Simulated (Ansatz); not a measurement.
Species: SnI2 (charge -1, doublet). SMILES of the parent species: [I][Sn][I]
Coordinates optimised at B3LYP-D3(BJ)/def2-TZVP (Ansatz, a program for electronic structure):
```
Sn
I 1 2.9234
I 1 2.9234 2 101.12
```
Charge -1, spin multiplicity 2.

Parts of the frozen-core correlation energy in def2-TZVPPD (Ansatz, hartree). Frozen orbitals: 27; correlated occupied orbitals by spin: 10 and 9; virtual: 137 and 138. UHF or UKS for open shells. Spin-orbit coupling is left out. In def2 rows, elements after Kr have scalar-relativistic effective core potentials.

```tsv
term	value
reference (HF)	-806.86128
MP2 opposite-spin	-0.26355
MP2 same-spin	-0.08743
CCSD correlation	-0.38641
(T)	-0.01805
T1 diagnostic	0.015
largest doubles amplitude	0.031
<S^2> of the reference	0.769
```
